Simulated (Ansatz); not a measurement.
Cost and result up the ladder for Ge4H5 (the lowest doublet isomer of a short search) (9 atoms). Charge 0, multiplicity 2. Geometry: r2SCAN-D4/def2-SVP.

Cartesian coordinates in Å:
```
Ge -1.0111 0.9735 0.7257
Ge -0.9561 0.9801 -1.7224
Ge 1.0670 -0.2679 -1.1342
Ge 0.2533 -1.0928 1.0125
H -0.6291 -2.3398 0.8588
H -2.0566 0.0842 -2.3538
H 0.0166 2.0773 1.1369
H 2.0944 0.8359 -0.7228
H 1.2215 -1.2504 2.1995
```

Ansatz on 4 threads of Arm Neoverse V1 on a shared host. Times are rough, and most runs start from the orbitals of an earlier one. PBE0-D4/def2-TZVPD serves as the yardstick here, not as an exact answer. Differences are given only for rows in sets of like size (and for xTB, whose basis is part of the method), since another set adds its own error. Binding counts from free atoms at the same level (Ge triplet, H doublet; other spins of the atoms weren't run), without zero-point energy or a counterpoise term.

The 6-31G sets use Cartesian d functions. B3LYP takes the VWN-RPA correlation. The structure comes from a short search, and lower isomers may exist.

Run but left out: HF/6-31G, MP2/def2-TZVP (⟨S²⟩ 1.23 to 1.24, where a pure state has 0.75).

```
                            level  functions  wall time  binding energy per atom (eV)  difference from PBE0-D4/def2-TZVPD (eV)
            LDA (SPW92)/def2-TZVP        222        3 s                          2.99                                     0.43
                  PBE-D4/def2-SVP        153      3.7 s                          2.58                                        –
                   B3LYP-D4/6-31G        126      4.6 s                          2.46                                        –
                 PBE-D4/def2-TZVP        222      6.5 s                          2.59                                     0.03
                 PBE0-D4/def2-SVP        153      6.5 s                          2.55                                        –
                PBE-D4/def2-TZVPD        261        9 s                          2.59                                     0.04
               B3LYP-D4/def2-TZVP        222       12 s                          2.54                                    -0.01
                PBE0-D4/def2-TZVP        222       13 s                          2.55                                     0.00
r2SCAN-D4/def2-TZVP (with forces)        222       16 s                          2.61                                     0.06
               PBE0-D4/def2-TZVPD        261       17 s                          2.55                                     0.00
```
